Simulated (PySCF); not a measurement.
# Why did this PySCF run fail?

```python
from pyscf import gto, scf, mp

mol = gto.M(
    atom='Ca 0 0 0; Br 0 0 2.479',
    basis='cc-pvdz-dk',
    charge=1,
    spin=0,
    verbose=4,
)
mf = scf.RHF(mol)
mf = mf.sfx2c1e()
mf.max_cycle = 2
mf.kernel()
mp.MP2(mf).kernel()
mf.dip_moment()
print('orbital energies (hartree):', mf.mo_energy[..., max(0, mol.nelec[1]-3):mol.nelec[0]+3].round(4))
```

```bash
$ OMP_NUM_THREADS=1 python input.py
```

The log, shortened:

```
[earlier lines left out]
diis_space = 8
diis_damp = 0
SCF conv_tol = 1e-09
SCF conv_tol_grad = None
SCF max_cycles = 2
direct_scf = True
direct_scf_tol = 1e-13

******** <class 'pyscf.x2c.sfx2c1e.SpinFreeX2CHelper'> ********
approx = 1e
xuncontract = 1
Set gradient conv threshold to 3.16228e-05
Initial guess from minao.
init E= -3284.11740580887
cycle= 1 E= -3283.80211873895  delta_E= 0.315  |g|= 0.252  |ddm|= 2.56
cycle= 2 E= -3283.83559224237  delta_E= -0.0335  |g|= 0.104  |ddm|=    1
SCF not converged.
SCF energy = -3283.83559224237

******** <class 'pyscf.mp.mp2.RMP2'> ********
nocc = 27, nmo = 54
Init E(MP2) = -0.222193764060512
cycle = 1  E_corr(MP2) = -0.222410865030942  dE = -0.00021710097  norm(t2) = 0.0053305
cycle = 2  E_corr(MP2) = -0.222492168191533  dE = -8.13031606e-05  norm(t2) = 0.000246137
cycle = 3  E_corr(MP2) = -0.222493762993138  dE = -1.59480161e-06  norm(t2) = 1.32036e-05
cycle = 4  E_corr(MP2) = -0.222493845235567  dE = -8.22424284e-08  norm(t2) = 6.62181e-07
E(RMP2) = -3284.05808608761  E_corr = -0.222493845235567
E(SCS-RMP2) = -3284.04314122557  E_corr = -0.207548983197339
E_corr(same-spin) = -0.0685888050984707
E_corr(oppo-spin) = -0.153905040137096
Dipole moment(X, Y, Z, Debye): -0.00000,  0.00000, -5.88960
orbital energies (hartree): [-0.5345 -0.5093 -0.5093 -0.2266 -0.1526 -0.1526]
```

Which setting is at fault, why, and what does a mended input give?

The cycle limit (2): the limit is below the number of cycles that the SCF needs. With this edit
```diff
- mf.max_cycle = 2
```
the run finishes: E(SCF) = -3283.839950 Eh, 9 cycles, E(MP2) − E(SCF) = -0.22113 Eh.

Stability towards an unrestricted solution was not tested. The bond length is a typed value, not an optimised one. The dipole of an ion depends on the origin.
